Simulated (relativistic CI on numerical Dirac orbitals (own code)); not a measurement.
## Radial parameters of Au VI

These numbers are calculated, not measured: Dirac-Coulomb-Breit CI, orbitals from a KLI potential per configuration, a model potential for QED, valence Slater integrals scaled by 0.85, P86 correlation energy added to each configuration (own radial code, finite nucleus).

Slater integrals F^k, G^k are unscaled and averaged over j, outside the closed core [Kr] 4d10 4f14; ζ comes from projecting the Hamiltonian with its Breit term on Σ l·s of the shell.

- 5s2 5p6 5d6: F^2(5d,5d) = 78448, F^4(5d,5d) = 52741, ζ(5d) = 6198.1 cm⁻¹; <r>(5d) = 1.34, <r^2>(5d) = 2.046 (bohr units).
- 5s2 5p6 5d5 6s: F^2(5d,5d) = 79277, F^4(5d,5d) = 53345, ζ(5d) = 6478, G^2(5d,6s) = 24661 cm⁻¹; <r>(5d) = 1.326, <r^2>(5d) = 2.004, <r>(6s) = 2.05, <r^2>(6s) = 4.669 (bohr units).
- 5s2 5p6 5d5 5f: F^2(5d,5d) = 79707, F^4(5d,5d) = 53674, ζ(5d) = 6558.4, F^2(5d,5f) = 39374, F^4(5d,5f) = 23043, G^1(5d,5f) = 39306, G^3(5d,5f) = 23924, G^5(5d,5f) = 16888, ζ(5f) = -8.6011 cm⁻¹; <r>(5d) = 1.32, <r^2>(5d) = 1.984, <r>(5f) = 2.463, <r^2>(5f) = 6.981 (bohr units).

Task: Give the Racah parameters of the d shell in 5s2 5p6 5d6.

Result: B = F²/49 − 5F⁴/441 = 1003 cm⁻¹ and C = 35F⁴/441 = 4186 cm⁻¹.

In this model ζ of a weakly bound d, f or g electron outside closed shells comes out too small, for d by up to a factor of two or three and at times with the wrong sign; that of an outer p electron is too small as well.

Averages of the first 10 configurations, taken without configuration mixing, which lowers the lowest level and can move excited configurations by several eV; other configurations of the list can lie among them:

```csv
Configuration,Parity,States,Average energy above the lowest level (eV)
5s2 5p6 5d6,even,210,4.9
5s2 5p6 5d5 6s,even,504,20.8
5s2 5p6 5d5 5f,odd,3528,49.0
5s2 5p6 5d5 6p,odd,1512,33.1
5s2 5p6 5d5 5g,even,4536,63.5
5s2 5p5 5d7,odd,720,68.3
5s2 5p6 5d5 6d,even,2520,47.9
5s2 5p6 5d5 7s,even,504,50.1
5s2 5p6 5d4 6s 6p,odd,2520,50.3
5s2 5p6 5d5 7p,odd,1512,55.0
```
